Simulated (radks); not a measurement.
The numbers below are computed, except where a source is named.
Dynamic dipole polarisability and lines of the xenon ion Xe18+, [Kr]. Code: a radial shooting solver on a logarithmic mesh with Libxc functionals. Model: scalar-relativistic Kohn-Sham, PBE, spin-polarised, spherical densities, finite nucleus; Fermi nuclear charge, rms radius of each element as measured or else 0.836 A^(1/3) + 0.57 fm. Time-dependent linear response with the Hartree and adiabatic LDA kernel, continuum included through the Sternheimer equations, no spin-orbit coupling, so fine structure and intercombination lines are absent. Lines are the poles of the dipole polarisability below minus the highest occupied eigenvalue, found on a grid refined at the orbital gaps; the lowest seven at most are given, and weak or close lines can be missed. The first line takes the name of the lowest orbital gap if no other gap lies below it; otherwise a line is named after a gap within 0.6 % of it, if that gap stands alone.

photon energy (eV)  alpha (bohr^3)
0                           0.2731
26.611                      0.2875
79.834                      0.5190
133.06                     -0.5652
186.28                    -0.08209
239.50                     -0.1004
292.73                     -0.2407
345.95                      0.1185
399.17                    -0.01051
452.40                    0.003004
505.62                       16.61

Lines (eV, oscillator strength): 112.52 (11.02 nm, 4p-4d), f = 4.12; 225.83 (5.490 nm, 4p-5s), f = 0.602; 290.45 (4.269 nm, 4p-5d), f = 0.406; 313.53 (3.954 nm, 4s-5p), f = 0.257; 346.95 (3.573 nm, 4p-6s), f = 0.133; 379.65 (3.266 nm, 4p-6d), f = 0.217; 408.69 (3.034 nm, 4p-7s), f = 0.0515. Higher lines, where found, are left out when the end of the mesh affects them. Those listed give 94 % of the static polarisability (sum of f/w^2). Orbital energy gaps for comparison: 4p-4d 90.993 eV; 4p-5s 225.23 eV; 4p-5d 289.36 eV; 4s-5p 312.70 eV; 4p-6s 346.73 eV.
